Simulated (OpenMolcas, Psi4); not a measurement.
## B2O2 (diboron dioxide): the vertical electron affinity from total energies

The species is B2O2 (4 atoms), meant as a singlet with charge 0. As SMILES, `O=BB=O`. The shape is that of a PBE0-D4/def2-TZVP optimisation.

```tsv
atom	x (Å)	y (Å)	z (Å)
O	-0.7431	0.4598	1.8176
B	-0.3023	0.1871	0.7391
B	0.3021	-0.1869	-0.7392
O	0.7432	-0.4599	-1.8175
```

Both states at this one shape; open shells run unrestricted unless said. 1 Eh = 27.2114 eV.

| level | program | singlet B2O2 (Eh) | doublet [B2O2]− (Eh) |
| --- | --- | --- | --- |
| HF/aug-cc-pVDZ | OpenMolcas | -199.207667 | -199.199999 |
| r2SCAN/aug-cc-pVDZ | OpenMolcas | -200.151947 | -200.165475 |
| M06-2X/aug-cc-pVDZ | Psi4 | -200.194406 | -200.201028 |
| PBE0/aug-cc-pVDZ | Psi4 | -200.025552 | -200.038586 |

Task: Work out the vertical electron affinity, E(N) − E(N+1), at each level.

Result: 
1. HF/aug-cc-pVDZ: -199.207667 − (-199.199999) = -0.007668 Eh = -0.21 eV.
2. r2SCAN/aug-cc-pVDZ: -200.151947 − (-200.165475) = 0.013528 Eh = 0.37 eV.
3. M06-2X/aug-cc-pVDZ: -200.194406 − (-200.201028) = 0.006622 Eh = 0.18 eV.
4. PBE0/aug-cc-pVDZ: -200.025552 − (-200.038586) = 0.013034 Eh = 0.35 eV.

No measured value is set beside it here; the levels span -0.21 to 0.37 eV. A negative affinity means an unbound electron, and its size is set by the basis.
